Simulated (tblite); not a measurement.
Species: C₄H₁₄SSi₂.
Z-matrix (Å and degrees, GFN2-xTB geometry), rows numbered from 1:
```
C 
Si  1  1.8972
S   2  2.1546  1  111.45
C   3  1.8285  2  102.39  1    96.72
C   4  1.5192  3  113.83  2   -66.35
C   5  1.5254  4  113.44  3   -57.47
Si  6  1.9040  5  114.73  4   -63.83
H   1  1.0873  2  112.41  3   -63.32
H   1  1.0874  2  110.70  3    56.84
H   1  1.0860  2  110.74  3   176.18
H   2  1.4626  1  111.75  3   118.72
H   2  1.4568  1  111.43  3  -115.95
H   4  1.0905  3  107.40  2    56.84
H   4  1.0889  3  104.65  2   172.51
H   5  1.0958  4  108.70  3    64.79
H   5  1.0943  4  107.80  3  -179.10
H   6  1.0926  5  108.24  4   173.96
H   6  1.0917  5  108.66  4    58.66
H   7  1.4615  6  111.45  5    74.51
H   7  1.4672  6  108.69  5   -46.66
H   7  1.4643  6  108.08  5  -165.34
```

Computed values, GFN2-xTB/tblite, gas phase, harmonic and unscaled. The method is semi-empirical: single wavenumbers can be off by several per cent or more. Modes of hydrogen on silicon can be 10 to 20 % off. One conformer, not necessarily the lowest.

Harmonic wavenumbers (cm⁻¹): 29.6, 44.5, 59.7, 98.6, 108.4, 138.1, 160.4, 192.2, 243.3, 318.1, 416.6, 443.0, 491.8, 507.6, 553.6, 597.2, 670.8, 683.2, 704.0, 754.2, 757.3, 762.9, 786.1, 789.9, 803.6, 823.8, 834.4, 860.9, 960.1, 993.7, 1112.7, 1120.5, 1131.7, 1238.3, 1264.0, 1305.9, 1347.4, 1370.3, 1450.2, 1471.9, 1476.6, 1479.3, 1491.8, 2233.1, 2257.9, 2259.2, 2283.2, 2317.1, 2925.0, 2949.2, 2962.8, 2971.2, 2981.3, 3006.8, 3026.7, 3030.0, 3042.3.

A = 2527, B = 681.0, C = 623.2 MHz; mass 150.035 u (most abundant isotopes); point group C1, symmetry number 1.

Q: Zero-point energy?

A: ½Σν̃ = 35547 cm⁻¹ = 101.63 kcal/mol.

Q: Entropy at 400 K, 1 bar (ideal gas, RRHO, classical rotation)?

A: Translation 42.41, rotation 30.96, vibration 52.95: S = 126.3 cal/(mol K).

Q: And Cp and H(400 K) − H(0)?

A: Cp = 56.50 cal/(mol K), of which vibrations give 48.56 (their classical limit is 57 R = 113.3); H(400 K) − H(0) = 13.50 kcal/mol without the zero-point energy, 10.32 from vibrations.

Q: How do the functions run with temperature in this model?

A: 
```csv
T (K),S (cal/(mol K)),Cp (cal/(mol K)),H − H(0) (kcal/mol),G − H(0) (kcal/mol),ln q(vib)
150,86.9,27.9,2.85,-10.18,5.15
250,103.8,39.8,6.22,-19.74,8.68
298.15,111.4,45.6,8.28,-24.92,10.31
600,152.5,72.7,26.52,-64.98,19.96
900,185.2,88.4,50.87,-115.81,28.58
```

q(vib) and H(0) count from the zero-point level.

Q: What must be added to the electronic energy to get the Gibbs energy at 400 K and 1 bar?

A: ZPE + [H(400 K) − H(0)] − T·S = 101.63 + 13.50 − 50.53 = 64.60 kcal/mol.

Hindered rotation and anharmonicity are outside this model. Other conformers, if any are populated, would add a mixing term that is left out. The structure is chiral; the term R ln 2 for an equal mix with its mirror image is left out.

The run took 0.9 s of wall time on Arm Neoverse V2, one thread, no GPU, on a shared host. The figure is for the frequency step alone.
